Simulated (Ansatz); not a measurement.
**Which is lower?**

The two ends of one reaction step of Si2H6ClF, singlet (PBE0-D4/def2-TZVP).

A:

Si1  (-1.105, -0.453, -0.611)
Cl2  (1.983, 2.365, -0.742)
H3  (-1.135, -1.686, -1.438)
H4  (-2.481, -0.144, -0.143)
Si5  (0.399, -0.640, 1.175)
H6  (0.925, 1.924, -1.325)
F7  (-0.670, 0.756, -1.600)
H8  (0.409, 0.600, 1.990)
H9  (-0.091, -1.773, 2.009)
H10  (1.766, -0.948, 0.684)
(Å)

B:

```
10
angstrom
Si -0.3054 -0.0976 -0.2318
Cl 0.9820 1.4139 -0.8798
H -0.2706 -1.1583 -1.2666
H -1.6611 0.4980 -0.1659
Si 0.4635 -0.8350 1.8491
H -0.2076 1.6423 -2.7586
F -0.8656 1.5126 -3.4014
H 0.4584 0.3002 2.8067
H -0.4368 -1.9103 2.3436
H 1.8432 -1.3660 1.7049
```

Computed with Ansatz 0.2.0 (basis: def2-TZVPP); correlated methods freeze the cores. B3LYP uses VWN-RPA correlation.

Problem. Which structure is lower at CCSD(T), and by how much? (To be estimated.)

Solution. Computed: A, by 29.9 kJ/mol (electronic energy, against the other). By their contacts, A is a complex of Si₂H₅F ([F][SiH2][SiH3]) + HCl and B is a complex of Si₂H₅Cl ([SiH3][SiH2][Cl]) + HF.

All methods give the same order:

```tsv
method	E(B) − E(A) (kJ/mol)
SPW92	22.3
PBE-D4	20.1
BLYP-D4	31.1
r2SCAN-D4	27.8
B97M-V	34.4
PBE0-D4	20.2
B3LYP-D4	31.3
r2SCAN0-D4	26.0
BHLYP-D4	33.7
CAM-B3LYP-D4	36.7
wB97X-V	30.1
wB97M-V	28.4
B2PLYP	31.5
PBE-QIDH	22.3
RPA on PBE	34.2
HF	39.7
MP2	25.2
CCSD	32.1
CCSD(T)	29.9
```

T1 diagnostic: at most 0.012.

Labels in which every atom is bracketed show which atoms are joined, not bond orders.

For scale, one of the runs: CCSD(T)/def2-TZVPP, 241 basis functions (an equivalent command: `ansatz run in.yaml --threads 4`). Hardware: 4 CPU threads, shared host. Wall time 100 s; peak host memory 4.2 GiB.
